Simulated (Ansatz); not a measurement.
Consider the silylene formation by 1,1-elimination: `[SiH3][GeH2][SiH2][GeH2][SiH2][GeH3]` → `[SiH3][GeH2][SiH2][GeH2][GeH3]` + `[SiH2]`.

Program: Ansatz. Geometries: PBE0-D4/def2-TZVP. ΔE: electronic, gas phase. CBS: MP2 limit from def2 TZ/QZ plus the TZ coupled-cluster correction, frozen cores. This one scheme is used for every species. DFT in def2-TZVPP. HSE06 is defined as in plane-wave codes. For Ge outer-core shells are correlated without core-valence functions, which leaves a few kJ/mol of doubt a bond. Scalar relativity is left out up to krypton. Each species was taken in one conformer, which may not be the lowest.

`[SiH3][GeH2][SiH2][GeH2][SiH2][GeH3]`:

Z-matrix (Å, degrees):
```
Si
Ge 1 2.380
H 1 1.487 2 109.8
H 1 1.486 2 109.8 3 119.7
H 1 1.486 2 110.9 3 -120.0
Si 2 2.383 1 113.5 3 -175.6
H 2 1.542 1 108.2 3 -54.1
H 2 1.542 1 109.4 3 62.3
Ge 6 2.381 2 110.7 1 -81.1
H 6 1.489 2 109.3 1 39.3
H 6 1.489 2 109.5 1 157.6
Si 9 2.380 6 109.9 2 52.5
H 9 1.541 6 109.3 2 -68.6
H 9 1.541 6 109.9 2 173.1
Ge 12 2.379 9 109.2 6 52.5
H 12 1.488 9 108.9 6 -67.3
H 12 1.489 9 110.9 6 173.6
H 15 1.539 12 109.8 9 68.7
H 15 1.539 12 110.1 9 -50.0
H 15 1.538 12 111.8 9 -170.6
```

`[SiH3][GeH2][SiH2][GeH2][GeH3]`:

```xyz
17

Si   -1.224   -0.224   -2.361
Ge   -0.934    1.572   -0.827
Si    1.251    1.485    0.114
Ge    1.647   -0.736    0.872
Ge   -0.217   -1.487    2.227
H    -2.582   -0.202   -2.965
H    -0.212   -0.126   -3.445
H    -1.034   -1.515   -1.649
H    -1.969    1.440    0.308
H    -1.177    2.921   -1.529
H     2.256    1.872   -0.913
H     1.361    2.429    1.261
H     2.952   -0.826    1.685
H     1.783   -1.670   -0.346
H    -0.406   -0.548    3.430
H     0.015   -2.915    2.748
H    -1.508   -1.471    1.392
```

`[SiH2]`:

Cartesian coordinates in Å:
```
Si 0.206 0.556 0.393
H -0.619 -0.697 0.667
H 0.413 0.141 -1.060
```

Question: Is it downhill or uphill in electronic energy at CCSD(T)/CBS, and by how much? (Estimate.)

Answer: Computed: Uphill: ΔE = +248.0 kJ/mol.

Question: What do these levels give: revPBE-D4, PBE0-D4, r2SCAN0-D4, HSE06, CCSD(T)/def2-SVP, CCSD/def2-TZVPP? (Estimate.)

Answer: Ansatz gave: revPBE-D4 255.2, PBE0-D4 267.2, r2SCAN0-D4 271.1, HSE06 255.3, CCSD(T)/def2-SVP 229.2, CCSD/def2-TZVPP 232.8 kJ/mol.

Largest T1 diagnostic among the species: 0.014.

In def2-TZVPP, CCSD(T) changes the Hartree–Fock value by +30.3 kJ/mol (the triples alone add +7.1 kJ/mol) and MP2 by +46.4 kJ/mol. From PBE to PBE0 (25 % exact exchange), in def2-TZVPP and without D4, ΔE moves by +6.5 kJ/mol.
